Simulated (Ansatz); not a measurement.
Cost and result for the atomization energy of C$_{2}$H$_{4}$AlBS (`BS[C]1=[CH][AlH]1`) (9 atoms, 9 bonds).

```
atom    x (Å)    y (Å)    z (Å)
  B1   0.3487  -1.4097   1.7113
  S2  -1.0496  -0.5988   1.0108
  C3  -0.4055   0.3293  -0.3226
  C4  -1.0906   1.1353  -1.1888
 Al5   0.7220   1.1102  -1.5812
  H6   1.4349  -1.2493   1.2479
  H7   0.1337  -2.1097   2.6525
  H8  -2.1572   1.3483  -1.2098
  H9   2.0635   1.4443  -2.3202
```

Total charge 0; spin multiplicity 1. The structure was optimised at the PBE0-D4/def2-TZVP level. It is one conformer, not always the lowest. Program: Ansatz. All runs use 2 threads of an Arm Neoverse V1 on a shared host. Times are those of one run each, without the atoms' runs, and a repeat can differ threefold. Electronic energies, without spin–orbit coupling; frozen cores. CCSD(T)/CBS adds CCSD(T) − MP2 in def2-TZVPP to the MP2 limit, and its time is that of the two runs behind it. T1 = 0.016. B3LYP takes the VWN-RPA correlation (the form of Gaussian; ORCA's B3LYP/G). HSE06 is the plane-wave form, built on full-range PBE exchange.

CCSD(T)/CBS is a level of theory with its own doubt, some kJ/mol a heavy atom from the limit and from the frozen cores, so smaller differences don't rank the functionals.

| level | functions | wall time | atomization (kJ/mol) | difference from CCSD(T)/CBS | per bond |
| --- | --- | --- | --- | --- | --- |
| revPBE-D4/def2-TZVPP | 233 | 3.6 s | 3240.7 | 27.0 | 3.0 |
| BLYP-D4/def2-TZVPP | 233 | 3.6 s | 3222.1 | 8.4 | 0.9 |
| CCSD(T)/def2-SVP | 98 | 4.8 s | 3053.3 | -160.4 | -17.8 |
| HSE06-D4/def2-TZVPP | 233 | 6 s | 3265.4 | 51.7 | 5.7 |
| CAM-B3LYP-D4/def2-TZVPP | 233 | 6.5 s | 3226.5 | 12.8 | 1.4 |
| B3LYP-D4/def2-TZVPP (with forces) | 233 | 8.5 s | 3225.3 | 11.6 | 1.3 |
| r2SCANh-D4/def2-TZVPP | 233 | 9 s | 3247.5 | 33.8 | 3.8 |
| PBE-QIDH/def2-TZVPP | 233 | 10 s | 3232.6 | 18.9 | 2.1 |
| B97M-V/def2-TZVPP | 233 | 16 s | 3286.0 | 72.3 | 8.0 |
| ωB97M-V/def2-TZVPP (with forces) | 233 | 21 s | 3247.4 | 33.7 | 3.7 |
| MP2/def2-QZVPP | 431 | 32 s | 3264.3 | 50.6 | 5.6 |
| CCSD(T)/def2-TZVPP | 233 | 2.2 min | 3125.6 | -88.1 | -9.8 |
| CCSD(T)/CBS(def2) | – | 2.8 min | 3213.7 | 0.0 | 0.0 |

From BLYP to BHLYP (50 % exact exchange), in def2-TZVPP and without D4, the atomization energy moves by −71.8 kJ/mol: exact exchange takes away binding that semilocal exchange gives to molecules. The D4 term adds +35.8 kJ/mol with B3LYP and +18.6 kJ/mol with PBE0; it sums over pairs of atoms, weighted by their polarisabilities, and B3LYP, whose exchange is more repulsive, gets the larger term. At CCSD(T), def2-SVP lies −160.4 kJ/mol from the extrapolated value and def2-TZVPP −88.1 kJ/mol: correlation converges slowly with the basis, and small sets miss more of it in the bonded molecule than in its fragments.
